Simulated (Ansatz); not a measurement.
Relaxation of CH$_{4}$BClO (8 atoms, charge 0, multiplicity 1), to a largest force component of 0.015 eV/Å in at most 40 steps.

Computed with Ansatz, RKS B3LYP-D4/cc-pVDZ.

```xyz
8
Properties=species:S:1:pos:R:3:forces:R:3
O -0.447 1.373 0.014 -3.53 3.51 -3.07
C 0.465 0.410 0.163 2.73 -2.88 0.40
B -0.267 -1.009 0.252 0.10 0.69 -0.07
Cl -1.573 -1.272 1.431 0.41 -0.07 -0.34
H -0.713 1.446 -0.984 0.59 -0.25 2.65
H 1.028 0.618 1.102 0.07 -0.08 -0.15
H 1.220 0.418 -0.677 -0.14 -0.17 0.55
H -0.002 -1.796 -0.598 -0.23 -0.75 0.02
```

Question: Where does it end, and by what steps?

Answer: The forces met the threshold. After 24 steps the energy has fallen by 0.658 eV; H5 moved furthest, 1.13 Å.

```
step  energy less start (eV)  largest force component (eV/Å)  accepted
   0                  0.0000                           3.531       yes
   1                 -0.3080                           1.455       yes
   2                 -0.3625                           0.795       yes
   3                 -0.3672                           0.659       yes
   4                 -0.4135                           0.228       yes
   5                 -0.4278                           0.135       yes
   6                 -0.4735                           0.526       yes
   7                 -0.5123                           0.785       yes
   8                 -0.5863                           0.310       yes
   9                 -0.6022                           0.339       yes
  10                 -0.6166                           0.535       yes
  11                 -0.5781                           0.924        no
  12                 -0.6440                           0.170       yes
  13                 -0.6508                           0.108       yes
  14                 -0.6499                           0.435        no
  15                 -0.6541                           0.043       yes
  16                 -0.6560                           0.035       yes
  17                 -0.6574                           0.059       yes
  18                 -0.6531                           0.222        no
  19                 -0.6576                           0.031       yes
  20                 -0.6578                           0.023       yes
  21                 -0.6578                           0.067       yes
  22                 -0.6578                           0.046        no
  23                 -0.6579                           0.023       yes
  24                 -0.6579                           0.005       yes
```

```xyz
8
Properties=species:S:1:pos:R:3
O -0.252 1.598 -0.060
C 0.511 0.410 -0.016
B -0.200 -0.951 0.229
Cl -1.963 -1.010 0.424
H -1.184 1.349 0.040
H 1.306 0.495 0.761
H 1.093 0.285 -0.960
H 0.399 -1.989 0.286
```

Whether the end is a true minimum wasn't checked by a vibrational analysis.

Run time: 82 s on 1 thread of Arm Neoverse V2, on a shared host, peak memory 0.25 GiB.
